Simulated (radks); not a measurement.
Values are calculated unless marked as measured or tabulated.
Correlation energies from several functionals, in hartree. Species: Li [He] 2s1; Cd+ [Kr] 4d10 5s1; Eu2+ [Xe] 4f7. Code: a radial shooting solver on a logarithmic mesh with Libxc functionals. Model: non-relativistic Kohn-Sham, PBE, spin-polarised, spherical densities, point nucleus. Every spin shell is full or empty, so the densities are truly spherical. Functionals are evaluated on that one density, not self-consistently.

\begin{tabular}{lrrr}
functional & Li & Cd+ & Eu2+ \\ \hline
PW92 & -0.15072 & -4.5072 & -6.1122 \\
VWN5 & -0.15140 & -4.5273 & -6.1385 \\
Chachiyo & -0.14757 & -4.4470 & -6.0302 \\
PBE & -0.051003 & -2.5097 & -3.4902 \\
PBEsol & -0.064390 & -2.8398 & -3.9293 \\
LYP & -0.053766 & -2.3926 & -3.2035 \\
P86 & -0.052195 & -2.8403 & -3.9385 \\
OP (B88) & -0.061891 & -2.3253 & -3.1279 \\
TPSS & -0.049222 & -2.5104 & -3.4913 \\
SCAN & -0.045993 & -2.5053 & -3.5192 \\
r2SCAN & -0.046039 & -2.5191 & -3.5356 \\
B95 & -0.054075 & -3.0501 & -4.3116 \\
Tao-Mo & -0.034623 & -2.4235 & -3.3953 \\
\end{tabular}
